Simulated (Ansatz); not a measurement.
Zn10O10. The state is a singlet with charge 0. Geometry PBE-D4/def2-SVP, basis def2-SVP, Ansatz.

Cartesian coordinates in Å:
```
Zn -2.451 2.043 -0.242
Zn 0.646 2.066 -1.044
Zn -0.369 2.623 1.344
Zn 2.816 1.408 0.859
Zn -2.527 -1.021 -0.598
Zn -2.548 0.215 1.711
Zn -0.779 -2.512 0.933
Zn 0.491 -1.070 -1.837
Zn 3.017 -0.462 -1.085
Zn 1.662 -3.033 -0.213
O -0.921 3.028 -0.636
O -3.511 0.524 -0.209
O -2.034 2.000 1.888
O 1.441 0.588 -1.833
O 1.432 2.563 0.820
O 4.007 0.197 0.330
O -0.987 -1.943 -1.130
O -2.352 -1.610 1.391
O 0.743 -3.492 1.240
O 2.226 -2.113 -1.689
```

```csv
run,HOMO (eV),LUMO (eV)
A,-5.89,-3.71
B,-7.02,-2.56
C,-5.57,-3.37
D,-5.83,-3.19
E,-6.38,-2.90
```

Single mean-field runs in def2-SVP are fitted with def2-universal-jkfit.

**Question.** The runs used LDA (SPW92), PBE, PBE0, r2SCAN, r2SCANh. Estimate which is which.

**Answer.** A LDA (SPW92) (0 % exact exchange); B PBE0 (25 % exact exchange); C PBE (0 % exact exchange); D r2SCAN (0 % exact exchange); E r2SCANh (10 % exact exchange). Exact exchange lowers occupied and raises empty levels; among semilocal functionals meta-GGAs tend to open the gap a little, and such runs are hard to tell apart. The gap grows from 2.18 eV (LDA (SPW92)) to 4.46 eV (PBE0).
